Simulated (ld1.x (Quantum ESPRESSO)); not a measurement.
Sc (Z = 21), TM: configuration errors across variants

* Element: Sc
* Generator: ld1.x (Quantum ESPRESSO) 7.5
* Type: norm-conserving Troullier–Martins (Kleinman–Bylander form)
* Functional: PBE
* Relativity: scalar-relativistic
* Frozen core: [Ne] 3s2
* Valence charge: 9
* Reference configuration: 3p6 3d1 4s1.5 4p0 (charge +0.5)
* Partial waves: 3p (bound): rc 1.00 bohr; 3d (bound): rc 1.55 bohr; 4s (bound): rc 2.35 bohr
* Local potential: the s channel
* Core correction: none

All-electron excitation energies from the reference (eV): (1) 3p6 3d1 4s2 4p0 -2.754; (2) 3p6 3d1 4s1 4p0 4.142; (3) 3p6 3d1 4s0 4p0 16.911; (4) 3p6 3d2 4s1 4p0 -1.087; (5) 3p6 3d1 4s0 4p2 2.920; (6) 3p6 3d1.5 4s1.5 4p0 -2.075; (7) 3p6 3d2 4s0 4p0 4.824.

4 further variants failed, have other tests or another functional or relativity, and are left out.

A true bound ghost makes a file unfit for plane-wave use even where its test errors are small: the radial tests pick states by their node count and pass the ghost by.

Errors AE − PS in meV (a dash: test not solved or not reliable):

```csv
change,(1),(2),(3),(4),(5),(6),(7),bound ghosts
base,+0.7,+1.0,+18,-81,-1027,-20,-146,none
wave 3d (bound): rc 1.55 bohr becomes 3d (bound): rc 2.02 bohr,+0.8,+1.1,+19,-64,-1027,-15,-110,none
core correction a·sin(br)/r model core inside 0.94 bohr,+0.2,-0.4,-13,-87,-1038,-22,-165,none
"all radii scaled by about 0.74 (s 1.74, p 0.74, d 1.16 bohr)",+6.9,+13,+27,+36,-679,+48,-34,s (extra level of the local part)
```

Q: Give the same row for: local potential the p channel.

A: +0.3, +0.6, +23, -26, +7.7, -6.8, -58; bound ghosts: s.
